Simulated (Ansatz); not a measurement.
A structure relaxed at PBE0-D4/def2-TZVP, charge 0, multiplicity 1:

```csv
atom,x (Å),y (Å),z (Å)
O1,0.190,1.699,-0.195
B2,0.646,0.444,-0.141
Cl3,2.367,0.157,-0.371
C4,-0.271,-0.811,0.120
Cl5,-1.986,-0.351,0.332
H6,-0.767,1.724,-0.054
H7,0.039,-1.346,1.019
H8,-0.220,-1.516,-0.711
```

**Question.** Give its formula and SMILES.

**Answer.** CH3BCl2O, `OB(Cl)CCl`.

**Question.** Point group (tolerance 0.08 Å, 0.16 Å for H)?

**Answer.** Cs.

**Question.** Summarise the bond lengths by kind.

**Answer.** 1 × B–O 1.336 Å; 1 × H–O 0.968 Å; 1 × B–Cl 1.760 Å; 1 × B–C 1.576 Å; 1 × C–Cl 1.788 Å; 2 × C–H 1.091 Å.

Computed with Ansatz.
